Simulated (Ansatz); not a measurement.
Computed with Ansatz on PBE0-D4/def2-TZVP structures; ΔE is electronic, products minus reactants. CBS: MP2 limit from def2 TZ/QZ plus the TZ coupled-cluster correction, frozen cores. This one scheme is used for every species. DFT in def2-TZVPP. B3LYP here is the variant with VWN-RPA as its local correlation; programs differ in this. One conformer a species, not always the lowest.

Reaction (substitution at a C–C bond): `CCCCCCCCC` + HCl → `CCCCCl` + `CCCCC`

`CCCCCCCCC`:

Cartesian coordinates in Å:
```
C 1.758 -2.443 -0.900
C 0.855 -1.882 -1.986
C -0.634 -2.029 -1.690
C -1.108 -1.362 -0.405
C -0.859 0.136 -0.349
C -1.431 0.784 0.904
C -1.126 2.277 1.045
C 0.109 2.608 1.877
C 1.418 2.042 1.350
H 2.809 -2.384 -1.189
H 1.648 -1.898 0.041
H 1.527 -3.494 -0.699
H 1.072 -2.389 -2.932
H 1.098 -0.827 -2.153
H -0.881 -3.096 -1.646
H -1.203 -1.620 -2.534
H -0.631 -1.838 0.460
H -2.182 -1.549 -0.288
H 0.214 0.337 -0.412
H -1.305 0.613 -1.231
H -2.516 0.630 0.902
H -1.061 0.253 1.791
H -1.982 2.780 1.505
H -1.021 2.719 0.045
H 0.196 3.697 1.953
H -0.052 2.247 2.900
H 2.261 2.377 1.960
H 1.422 0.950 1.363
H 1.604 2.363 0.321
```

HCl:

Cartesian coordinates in Å:
```
Cl -0.471 -0.130 -0.413
H 0.471 0.130 0.413
```

`CCCCCl`:

```xyz
14

C     1.758    0.191   -0.845
C     0.661    0.338    0.195
C    -0.608   -0.403   -0.191
C    -1.723   -0.298    0.823
Cl   -2.335    1.377    0.986
H     2.029   -0.858   -0.992
H     1.438    0.587   -1.813
H     2.662    0.729   -0.550
H     0.428    1.396    0.342
H     1.015   -0.036    1.163
H    -0.970   -0.048   -1.161
H    -0.385   -1.471   -0.313
H    -1.391   -0.599    1.817
H    -2.581   -0.905    0.539
```

`CCCCC`:

Z-matrix (Å, degrees):
```
C
C 1 1.519
H 1 1.094 2 111.1
H 1 1.092 2 111.7 3 -120.2
H 1 1.094 2 111.1 3 119.5
C 2 1.521 1 112.7 3 -60.0
H 2 1.095 1 109.3 3 62.5
H 2 1.097 1 109.6 3 178.4
C 6 1.523 2 114.5 1 -177.1
H 6 1.098 2 109.2 1 60.1
H 6 1.096 2 108.6 1 -55.0
C 9 1.521 6 114.1 2 -65.1
H 9 1.095 6 108.8 2 172.9
H 9 1.097 6 109.1 2 57.7
H 12 1.092 9 111.9 6 63.4
H 12 1.094 9 110.9 6 -56.8
H 12 1.092 9 111.2 6 -176.6
```

| level | ΔE (kcal/mol) | difference from CCSD(T)/CBS |
| --- | --- | --- |
| PBE-D4 | -0.1 | -1.6 |
| r2SCAN-D4 | 0.0 | -1.5 |
| PBE0-D4 | 0.6 | -0.9 |
| ωB97X-V | 0.8 | -0.7 |
| r2SCAN | -0.9 | -2.4 |
| PBE0 | -1.3 | -2.8 |
| B3LYP | -3.0 | -4.5 |
| HF/def2-TZVPP | -3.1 | -4.6 |
| HF/def2-QZVPP | -3.1 | -4.6 |
| MP2/def2-QZVPP | 1.9 | 0.4 |
| CCSD(T)/CBS | 1.5 | 0 |

Largest T1 diagnostic among the species: 0.009.

From PBE to PBE0 (25 % exact exchange), in def2-TZVPP and without D4, ΔE moves by +0.8 kcal/mol. The D4 term adds +2.9 kcal/mol with B3LYP and +1.9 kcal/mol with PBE0; it sums over pairs of atoms, weighted by their polarisabilities, and B3LYP, whose exchange is more repulsive, gets the larger term.
